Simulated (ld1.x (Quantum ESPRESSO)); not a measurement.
## Plane-wave convergence, RRKJ potential for Cd

Cd, norm-conserving RRKJ (Kleinman–Bylander form), made with ld1.x (Quantum ESPRESSO) 7.5 (revPBE, fully relativistic). Core [Kr], reference 4d10 5s1.5 5p0.5. Waves: 5s (bound): rc 2.25 bohr; 4d (bound): rc 1.30 bohr; 5p (bound): rc 2.80 bohr. Local part: the p channel. Core correction: Bessel-smoothed model core, default radius (core density twice the valence density). rho0 = 0.01.

Open shells are filled in proportion to 2j + 1 (rel_dist='average').

The pseudo-atom Hamiltonian at the reference potential is diagonalised in spherical Bessel functions j_l(qr) that vanish at 20 bohr, with q² up to the cutoff. All-electron valence levels (Ry): 5s -0.4594, 4d3/2 -0.9665, 4d5/2 -0.9151, 5p1/2 -0.1275, 5p3/2 -0.1137.

Q: How do the lowest levels (Ry) of each channel move with the cutoff, and are there ghosts?

A:

```tsv
cutoff (Ry)	s #1	d3/2 #1	d5/2 #1	d5/2 #2	p1/2 #1	p3/2 #1	p3/2 #2	f #1	Σ f·Δε (mRy)
8	-0.4373	0.0321	0.0321	0.1203	-0.1172	-0.1172	0.0210	0.0867	9712.0
12	-0.4386	0.0317	0.0316	0.1179	-0.1178	-0.1178	0.0209	0.0867	9705.3
18	-0.4482	0.0277	0.0271	0.0936	-0.1179	-0.1179	0.0208	0.0867	9647.4
25	-0.4559	-0.1746	-0.1800	0.0375	-0.1179	-0.1179	0.0208	0.0867	7584.3
35	-0.4593	-0.6870	-0.6632	0.0349	-0.1179	-0.1179	0.0208	0.0867	2630.6
45	-0.4594	-0.8878	-0.8466	0.0346	-0.1179	-0.1179	0.0208	0.0867	726.6
55	-0.4594	-0.9523	-0.9035	0.0345	-0.1179	-0.1179	0.0208	0.0867	127.2
70	-0.4594	-0.9658	-0.9146	0.0345	-0.1179	-0.1179	0.0208	0.0867	6.6
90	-0.4594	-0.9663	-0.9150	0.0345	-0.1179	-0.1179	0.0208	0.0867	2.3
110	-0.4594	-0.9665	-0.9151	0.0345	-0.1179	-0.1179	0.0208	0.0867	0.9
140	-0.4594	-0.9665	-0.9152	0.0345	-0.1179	-0.1179	0.0208	0.0867	0.5
400	-0.4594	-0.9665	-0.9152	0.0345	-0.1179	-0.1179	0.0208	0.0867	0.0
```

Result: no extra level below or beside the all-electron valence levels (s, d3/2, d5/2, p1/2, p3/2, f tested); 10 mRy is reached at 70 Ry and 1 mRy at 110 Ry.

Its largest configuration-test error is -310 meV.
